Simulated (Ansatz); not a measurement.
Steps of a relaxation of ClH6N3Ti, SMILES `[NH2][Ti]([NH2])([NH2])[Cl]` with RKS PBE-D4/def2-SVP.

```sh
$ ansatz run in.yaml --threads 2 --pin off --events-out ev --progress --plain --max-ram 32768MiB --backend cpu
```

```yaml
crystal:
  periodic: [false, false, false]
  atoms:
    - {symbol: N, position_ang: [-1.638700, 0.911100, 0.249800]}
    - {symbol: Ti, position_ang: [0.290200, 0.419800, 0.271200]}
    - {symbol: N, position_ang: [0.556600, -1.016100, 1.689400]}
    - {symbol: N, position_ang: [0.904600, -0.309100, -1.567500]}
    - {symbol: Cl, position_ang: [1.599700, 2.287900, 0.749400]}
    - {symbol: H, position_ang: [-1.796700, 1.663000, -0.538600]}
    - {symbol: H, position_ang: [-2.193600, 0.105400, -0.039100]}
    - {symbol: H, position_ang: [1.612900, -1.330400, 1.589100]}
    - {symbol: H, position_ang: [-0.022000, -1.805000, 1.490200]}
    - {symbol: H, position_ang: [0.364600, 0.283400, -2.254000]}
    - {symbol: H, position_ang: [0.387800, -1.266900, -1.619000]}
basis:
  gaussian: {orbitals: def2-SVP}
hamiltonian: {xc: pbe, dispersion: d4}
relax: {f_tol: 0.03, max_steps: 200}
```

Positions (Å) and forces (eV/Å) along the path, 11 of 11 steps:

```xyz
11
step=1 energy=-40182.4634 eV
N    -1.639    0.911    0.250    1.851    1.326   -1.850
Ti    0.290    0.420    0.271    0.391   -0.275    0.588
N     0.557   -1.016    1.689    2.818    2.184   -2.021
N     0.905   -0.309   -1.567   -2.292   -0.462    1.540
Cl    1.600    2.288    0.749   -0.804   -1.095   -0.359
H    -1.797    1.663   -0.539    0.169   -1.379    1.690
H    -2.194    0.105   -0.039   -0.540   -0.420   -0.061
H     1.613   -1.330    1.589   -2.271    0.524    0.374
H    -0.022   -1.805    1.490   -0.823   -1.409   -0.080
H     0.365    0.283   -2.254    0.504   -0.394    0.271
H     0.388   -1.267   -1.619    0.996    1.401   -0.091
11
step=2 energy=-40183.3730 eV
N    -1.563    0.880    0.212    0.176    0.975   -1.248
Ti    0.306    0.452    0.293   -0.318   -0.668    0.130
N     0.564   -0.980    1.542    1.285    0.034   -0.823
N     0.819   -0.305   -1.426   -1.447   -0.730   -0.373
Cl    1.536    2.253    0.680    0.087    0.144   -0.012
H    -1.807    1.733   -0.396    0.268   -1.171    1.042
H    -2.187    0.119   -0.108    0.001    0.139    0.146
H     1.578   -1.304    1.605   -1.220    0.403    0.105
H    -0.014   -1.823    1.424   -0.097   -0.035    0.195
H     0.372    0.219   -2.225    0.545   -0.252    0.580
H     0.460   -1.301   -1.580    0.719    1.161    0.259
11
step=3 energy=-40183.6994 eV
N    -1.578    0.888    0.144   -0.064   -0.020    0.056
Ti    0.230    0.391    0.258    0.681    0.369   -0.330
N     0.600   -1.022    1.419   -0.187   -0.058   -0.228
N     0.739   -0.319   -1.439   -0.216    0.156    0.520
Cl    1.532    2.189    0.608   -0.128   -0.083   -0.018
H    -1.863    1.800   -0.239   -0.102   -0.135    0.104
H    -2.295    0.176   -0.041   -0.117    0.154   -0.053
H     1.570   -1.268    1.650   -0.065   -0.078    0.106
H    -0.038   -1.812    1.556    0.054   -0.121    0.222
H     0.515    0.242   -2.270   -0.016   -0.171   -0.147
H     0.654   -1.322   -1.623    0.160   -0.014   -0.230
11
step=4 energy=-40183.7740 eV
N    -1.580    0.900    0.164   -0.227    0.071   -0.043
Ti    0.234    0.421    0.223    0.406    0.120   -0.175
N     0.593   -1.062    1.275   -0.103   -0.346    0.525
N     0.724   -0.339   -1.425   -0.163   -0.199   -0.342
Cl    1.514    2.225    0.585   -0.002    0.029    0.025
H    -1.897    1.850   -0.079   -0.035   -0.156    0.126
H    -2.316    0.216   -0.053   -0.029    0.128   -0.059
H     1.526   -1.256    1.666   -0.133   -0.017   -0.038
H    -0.073   -1.800    1.549    0.155    0.119    0.029
H     0.495    0.140   -2.307    0.048   -0.136   -0.011
H     0.846   -1.351   -1.577    0.084    0.387   -0.036
11
step=5 energy=-40183.8323 eV
N    -1.576    0.883    0.158   -0.314    0.623   -0.122
Ti    0.248    0.399    0.185    0.042    0.035   -0.138
N     0.570   -1.063    1.302   -0.122   -0.396    0.430
N     0.698   -0.340   -1.487    0.167   -1.007   -0.298
Cl    1.517    2.212    0.556   -0.020   -0.017    0.038
H    -1.914    1.874    0.109    0.248   -0.848    0.129
H    -2.331    0.243   -0.134    0.124    0.193   -0.018
H     1.494   -1.265    1.713   -0.143    0.057   -0.087
H    -0.111   -1.768    1.641    0.260    0.332   -0.122
H     0.445    0.096   -2.384    0.066   -0.092    0.076
H     1.027   -1.329   -1.638   -0.309    1.120    0.112
11
step=6 energy=-40183.9192 eV
N    -1.566    0.862    0.135   -0.089    0.111   -0.078
Ti    0.257    0.380    0.168   -0.090    0.028   -0.072
N     0.562   -1.046    1.347   -0.032   -0.118    0.114
N     0.653   -0.370   -1.511    0.026   -0.290   -0.092
Cl    1.515    2.194    0.556    0.016    0.014    0.028
H    -1.919    1.822    0.287    0.083   -0.306    0.060
H    -2.291    0.292   -0.323    0.103    0.136    0.014
H     1.502   -1.284    1.692   -0.069    0.026   -0.013
H    -0.130   -1.694    1.749    0.114    0.136   -0.024
H     0.396    0.076   -2.400    0.070   -0.027    0.049
H     1.088   -1.289   -1.679   -0.131    0.289    0.014
11
step=7 energy=-40183.9695 eV
N    -1.566    0.831    0.103   -0.135    0.037   -0.008
Ti    0.255    0.365    0.160   -0.026   -0.040   -0.175
N     0.566   -1.036    1.372   -0.104   -0.039    0.071
N     0.610   -0.390   -1.524    0.004   -0.081   -0.020
Cl    1.530    2.169    0.534    0.026    0.059    0.036
H    -1.957    1.718    0.453    0.050   -0.192    0.030
H    -2.249    0.362   -0.506    0.109    0.122    0.057
H     1.514   -1.295    1.674   -0.027    0.021    0.008
H    -0.127   -1.606    1.873    0.097    0.080   -0.046
H     0.440    0.119   -2.400    0.056   -0.006    0.048
H     1.050   -1.295   -1.719   -0.050    0.040    0.000
11
step=8 energy=-40184.0079 eV
N    -1.570    0.801    0.117   -0.138    0.065   -0.076
Ti    0.258    0.366    0.123   -0.010   -0.086    0.031
N     0.559   -1.008    1.369   -0.055   -0.011    0.008
N     0.601   -0.420   -1.549   -0.004    0.123   -0.091
Cl    1.517    2.183    0.515    0.024    0.024   -0.006
H    -1.981    1.606    0.616    0.070   -0.225   -0.052
H    -2.229    0.444   -0.588    0.073    0.114    0.121
H     1.505   -1.253    1.689   -0.004    0.017   -0.015
H    -0.134   -1.559    1.888    0.032    0.080   -0.022
H     0.578    0.142   -2.413    0.029   -0.090    0.104
H     0.960   -1.358   -1.747   -0.018   -0.010   -0.004
11
step=9 energy=-40184.0270 eV
N    -1.576    0.775    0.102   -0.058    0.069    0.030
Ti    0.256    0.364    0.104    0.073    0.042   -0.043
N     0.551   -0.994    1.363   -0.050   -0.019    0.076
N     0.617   -0.421   -1.562   -0.006    0.077   -0.048
Cl    1.514    2.198    0.497   -0.049   -0.086   -0.028
H    -2.006    1.456    0.746    0.059   -0.134   -0.105
H    -2.227    0.542   -0.657    0.016    0.040    0.096
H     1.498   -1.283    1.638   -0.018    0.030    0.005
H    -0.141   -1.449    1.967    0.028    0.008   -0.039
H     0.681    0.144   -2.420    0.016   -0.046    0.049
H     0.899   -1.387   -1.756   -0.011    0.021    0.007
11
step=10 energy=-40184.0329 eV
N    -1.566    0.767    0.105   -0.022    0.012   -0.008
Ti    0.269    0.374    0.084   -0.044   -0.056   -0.007
N     0.541   -0.973    1.361    0.008   -0.013    0.018
N     0.622   -0.413   -1.581    0.013   -0.005   -0.030
Cl    1.529    2.193    0.466    0.034    0.037    0.008
H    -1.991    1.385    0.808    0.017   -0.007   -0.001
H    -2.247    0.557   -0.631    0.002   -0.005    0.003
H     1.476   -1.237    1.695   -0.006    0.010   -0.006
H    -0.176   -1.454    1.913    0.002    0.010    0.004
H     0.736    0.135   -2.443   -0.001    0.010    0.014
H     0.870   -1.391   -1.757   -0.003    0.007    0.004
11
step=11 energy=-40184.0335 eV
N    -1.568    0.765    0.101    0.002    0.002    0.001
Ti    0.266    0.368    0.082   -0.004   -0.007   -0.003
N     0.537   -0.975    1.364    0.002    0.003   -0.001
N     0.624   -0.413   -1.586    0.000    0.003    0.000
Cl    1.536    2.186    0.465   -0.004   -0.007   -0.002
H    -1.988    1.379    0.810    0.004   -0.002   -0.001
H    -2.253    0.554   -0.630   -0.002    0.001    0.000
H     1.475   -1.235    1.694   -0.002    0.004   -0.001
H    -0.176   -1.441    1.932    0.000    0.000    0.002
H     0.742    0.145   -2.441    0.001    0.003    0.004
H     0.871   -1.390   -1.770    0.001   -0.001   -0.002
```

Hardware: 2 threads of a server CPU on a shared host. Wall time 76 s, peak host memory 0.53 GiB.
